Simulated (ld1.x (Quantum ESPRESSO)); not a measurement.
# u(r) = r·R(r): atom against pseudo-atom (iron)

Columns: radius, all-electron u(r) and pseudo u(r) of the 4s shell (level -5.68 eV) of iron in the configuration [Ar] 3d6 4s1.75 4p0.25; LDA (PZ), non-relativistic, PAW scheme, ld1.x (Quantum ESPRESSO) 7.5.

```tsv
r (bohr)	all-electron	pseudo
0.132	-0.1289	-0.0564
0.265	-0.0960	-0.1128
0.398	0.1223	-0.1682
0.530	0.2565	-0.2217
0.663	0.2699	-0.2738
0.795	0.1990	-0.3232
0.928	0.0848	-0.3703
1.060	-0.0418	-0.4139
1.193	-0.1656	-0.4545
1.325	-0.2761	-0.4912
1.458	-0.3713	-0.5242
1.590	-0.4488	-0.5528
1.723	-0.5106	-0.5774
1.855	-0.5572	-0.5974
1.988	-0.5910	-0.6130
2.120	-0.6133	-0.6239
2.252	-0.6260	-0.6301
2.385	-0.6308	-0.6318
2.518	-0.6287	-0.6288
2.650	-0.6213	-0.6213
2.782	-0.6094	-0.6094
2.915	-0.5940	-0.5940
3.048	-0.5759	-0.5759
3.180	-0.5558	-0.5558
3.312	-0.5343	-0.5343
3.445	-0.5116	-0.5116
```

Question: How many radial nodes do the two functions have?

Answer: The all-electron 4s function has n − l − 1 = 3 (the table is too coarse to show those close to the nucleus); the pseudo-wave has 0, since the states of the same l below it are removed with the core.

Question: At about which radius was the pseudo-wave matched?

Answer: 2.65 bohr, where the columns begin to agree (steps of 0.13 bohr).

Question: Is the pseudo-wave norm-conserving?

Answer: No, it belongs to a PAW set: the norm inside the radius is not constrained, and the difference is carried by the augmentation charge.
